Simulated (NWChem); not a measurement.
Species: SiNH$_{5}$; SMILES N[SiH3]

```xyz
7

Si    -0.0062    -0.5785     0.0000
N     -0.0500     1.1596     0.0000
H     -0.7126    -1.0487    -1.2211
H     -0.7126    -1.0487     1.2211
H      1.3444    -1.2246     0.0000
H      0.2590     1.6523    -0.8303
H      0.2590     1.6523     0.8303
```
Atoms are numbered in this order, from 1.

Program: NWChem. Pople sets run with spherical d functions. Structure relaxed at the B3LYP/6-31G* (spherical d) level. Total energies compare along this basis series because the functional is fixed.

```csv
level,basis functions,energy (Ha),highest occupied level (eV),orbital gap (eV),dipole (D)
PBE0/STO-3G,19,-342.9676,-3.61,11.70,1.10
PBE0/3-21G,32,-345.2036,-6.71,8.11,1.58
PBE0/6-31G*,42,-347.0416,-7.15,8.05,1.46
PBE0/6-31+G*,50,-347.0479,-7.41,7.23,1.33
PBE0/6-311G**,74,-347.0931,-7.32,7.79,1.39
PBE0/6-311++G**,87,-347.0963,-7.45,___,___
```

What belongs in the gaps?


- PBE0/6-311++G**, orbital gap (eV): 7.16
- PBE0/6-311++G**, dipole (D): 1.24
